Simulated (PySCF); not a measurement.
Si(Cl)2(F)(SH) (Cl2FHSSi), SMILES F[Si](S)(Cl)Cl. Geometry: B3LYP-D3(BJ)/def2-SVP. The structure was generated by enumeration, and PubChem lists no compound with its InChIKey, so it may never have been made. Other conformers were not sampled.

The numbers are results of PySCF with B3LYP-D3(BJ)/def2-SVP, not measurements.

Harmonic wavenumbers (cm⁻¹): 118, 148, 196, 219, 259, 268, 437, 612, 616, 769, 922, 2662. Rotational constants (GHz): 1.800, 1.733, 1.253; symmetry number 1.

Q: Work out the zero-point energy and the ideal-gas rigid-rotor harmonic-oscillator thermochemistry at 298.15 K and 1 atm.

A: ZPE = ½ Σ hcν = ½ × 7227 cm⁻¹ = 43.23 kJ/mol. H − E(el) = 63.90 kJ/mol. Entropy in J/(mol K): translation 171.32, rotation 120.50, vibration 63.98, total 355.80. G − E(el) = -42.18 kJ/mol. Cp = 98.29 J/(mol K). Modes under 150 cm⁻¹ make the vibrational entropy uncertain.
